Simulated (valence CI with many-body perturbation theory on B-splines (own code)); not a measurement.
Values are calculated unless marked as measured or tabulated.
# La35+: what each term of the Hamiltonian does

Level of theory: configuration interaction combined with many-body perturbation theory (CI+MBPT): four valence electrons over a frozen Dirac-Fock core [Ar], radial functions for each j: 9 s, 9 p, 10 d, 8 f, 5 g, 3 h, 1 i, with the one-electron correlation potential Σ1 (screened to all orders), the two-electron term Σ2, the three-electron term Σ3, Breit, model QED; selected single and double excitations, second order for the rest (own B-spline code, finite nucleus).

No measured spectrum was set against this ion. As an estimate, large intervals hold to a few tenths of a per cent, small ones and those within an open d or f shell to about a per cent. Only levels of the ground parity were solved; by the run's estimate the other parity begins above the list, which can be wrong where configurations are misplaced.

Each rung adds one term. CI alone is the Dirac-Coulomb CI over the frozen core; QED comes last and gives the full result, which names the levels. Energies are above (3d3/2^4) J=0 on the same rung, in cm⁻¹.

Levels are named by their leading jj configuration (3d3/2^4 stands for four electrons in 3d with j = 3/2), which in mixed levels can hold well under half, so a name can repeat and another be missing. Letters in brackets count levels of one name in rising energy.

```
                    Level  CI alone
      (3d3/2^3 3d5/2) J=1    115580
      (3d3/2^3 3d5/2) J=2    178311
      (3d3/2^3 3d5/2) J=4    193296
      (3d3/2^3 3d5/2) J=3    205818
(3d3/2^2 3d5/2^2) J=0 [a]    289621
(3d3/2^2 3d5/2^2) J=4 [a]    305820
(3d3/2^2 3d5/2^2) J=2 [a]    317192
(3d3/2^2 3d5/2^2) J=3 [a]    322592
    (3d3/2^2 3d5/2^2) J=5    348393
    (3d3/2^2 3d5/2^2) J=1    359856
    (3d3/2^2 3d5/2^2) J=6    368007
(3d3/2^2 3d5/2^2) J=4 [b]    393840
(3d3/2^2 3d5/2^2) J=3 [b]    401352
(3d3/2^2 3d5/2^2) J=2 [b]    401143
  (3d3/2 3d5/2^3) J=4 [a]    461469
(3d3/2^2 3d5/2^2) J=2 [c]    463457
```

What do these energies become with core correlation, Breit and QED?

(3d3/2^3 3d5/2) J=1 115511 (-69); (3d3/2^3 3d5/2) J=2 175253 (-3057); (3d3/2^3 3d5/2) J=4 186833 (-6463); (3d3/2^3 3d5/2) J=3 200949 (-4868); (3d3/2^2 3d5/2^2) J=0 [a] 286167 (-3454); (3d3/2^2 3d5/2^2) J=4 [a] 300243 (-5577); (3d3/2^2 3d5/2^2) J=2 [a] 312625 (-4567); (3d3/2^2 3d5/2^2) J=3 [a] 317195 (-5397); (3d3/2^2 3d5/2^2) J=5 340232 (-8161); (3d3/2^2 3d5/2^2) J=1 353480 (-6376); (3d3/2^2 3d5/2^2) J=6 357262 (-10745); (3d3/2^2 3d5/2^2) J=4 [b] 382401 (-11438); (3d3/2^2 3d5/2^2) J=3 [b] 390115 (-11237); (3d3/2^2 3d5/2^2) J=2 [b] 390581 (-10563); (3d3/2 3d5/2^3) J=4 [a] 452853 (-8616); (3d3/2^2 3d5/2^2) J=2 [c] 455258 (-8199).

How does the ionisation energy move along the ladder, and which term matters most?

CI alone 2367.7, + Σ1 2370.3, + Σ2 2378.4, + Σ3 2378.5, + Breit 2376.8, + QED 2377.0 eV. The largest step is Σ2, 8.1 eV. NIST lists 2377 ± 5 eV (theoretical).
